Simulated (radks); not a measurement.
Task: Species: Mg+. Configuration: [Ne] 3s1. Method: Dirac Kohn-Sham, PBE, spin-unpolarised, spherical densities, finite nucleus; Fermi nuclear charge, rms radius 3.057 fm; computed with a radial shooting solver on a logarithmic mesh with Libxc functionals. Some entries of the table are withheld. Estimate them.

| orbital | occ. | eigenvalue (hartree) | r(max) (bohr) |
|---|---|---|---|
| 1s1/2 | 2 | -46.62752 | (1) |
| 2s1/2 | 2 | -3.26737 | 0.5466 |
| 2p1/2 | 2 | (2) | 0.4775 |
| 2p3/2 | 4 | (3) | 0.4790 |
| 3s1/2 | 1 | -0.41813 | 2.359 |

Result: 
(1) 1s1/2 r(max) (bohr): 0.08506
(2) 2p1/2 eigenvalue (hartree): -2.05294
(3) 2p3/2 eigenvalue (hartree): -2.04231
